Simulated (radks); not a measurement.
Results of a calculation; reference values are marked as such.
Ba V, configuration [Kr] 4d8 5s2 5p4 4f2 (not the ground configuration).

Code: a radial shooting solver on a logarithmic mesh with Libxc functionals. Model: Dirac Kohn-Sham, PBE, spin-unpolarised, spherical densities, point nucleus; open shells fill j = l - 1/2 first.

Energy parts (hartree):
total: -8128.8596
kinetic: 8679.3499
electron-nucleus: -19682.5549
Hartree: 3070.6918
exchange-correlation: -196.3465

Orbitals (lengths in bohr, moments of r in powers of bohr; <r^-3> diverges for s and p1/2; r(90%) holds 90 % of the orbital's charge):
orbital  occ.  eigenvalue (hartree)      <r>  r(90%)  <r^-3>
1s1/2       2             -1370.197  0.02558  0.0461       -
2s1/2       2             -218.1663   0.1093   0.170       -
2p1/2       2             -205.6250  0.09192   0.151       -
2p3/2       4             -191.5922  0.09791   0.159    6296
3s1/2       2             -47.46277   0.2914   0.428       -
3p1/2       2             -42.20384   0.2812   0.423       -
3p3/2       4             -39.48507   0.2931   0.439    1250
3d3/2       4             -30.27556   0.2639   0.414   203.4
3d5/2       6             -29.69479   0.2676   0.419   186.3
4s1/2       2             -10.64535   0.6705   0.963       -
4p1/2       2              -8.72405   0.6922    1.01       -
4p3/2       4              -8.14959   0.7187    1.04   265.2
4d3/2       4              -5.00337   0.7822    1.18   35.47
4d5/2       4              -4.90400   0.7916    1.19   32.23
5s1/2       2              -2.63858    1.553    2.21       -
5p1/2       2              -2.09269    1.708    2.45       -
5p3/2       2              -1.99716    1.770    2.54   44.17
4f5/2       2              -1.44347    1.111    1.87   3.600
4f7/2       0              -1.43387    1.118    1.88   3.520
5d3/2       0              -1.22661    2.251    3.29   4.387
5d5/2       0              -1.21439    2.273    3.32   4.004
6s1/2       0              -1.02722    3.235    4.52       -
6p1/2       0              -0.85713    3.594    5.03       -
6p3/2       0              -0.83223    3.687    5.16   11.66

The highest occupied level is 4f5/2 at -39.279 eV. The density falls to 0.001 e/bohr^3 at r = 3.38 bohr. Summed over all electrons, <r^2> = 33.97 bohr^2, which gives a Langevin (diamagnetic) susceptibility term of -26.9 x 10^-6 cm^3/mol.

Run on one thread of a shared host, so times are rough (Arm Neoverse V2): 0.16 s of CPU time, 0.16 s wall, 14 iterations on 2516 mesh points.
